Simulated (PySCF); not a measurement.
Caesium: a sound run and one with changed settings

Sound run: Cs [Xe] 6s1, Cs⁺ [Xe]. Calculation: PySCF 2.14, in Sapporo-DKH3-DZP-2012 (8s6p3d, 41 functions); the spin-free X2C one-electron Hamiltonian (Gaussian nucleus). The sound run starts from symmetry-adapted Hartree-Fock orbitals and uses a fine grid where one is needed.

Changed run: initial guess sap, at most 50 SCF cycles.

```
species  method  sound run (hartree)  changed run (hartree)  converged
     Cs     UHF          -7782.63813            -7782.63813        yes
     Cs    PBE0          -7785.35686            -7785.35686        yes
     Cs    MN15          -7791.17867            -7791.17867        yes
    Cs⁺     UHF          -7782.51031            -7782.51031        yes
    Cs⁺    PBE0          -7785.21400            -7785.21400        yes
    Cs⁺    MN15          -7791.03811            -7791.03811        yes
```

Here the plain start reaches the same solutions.
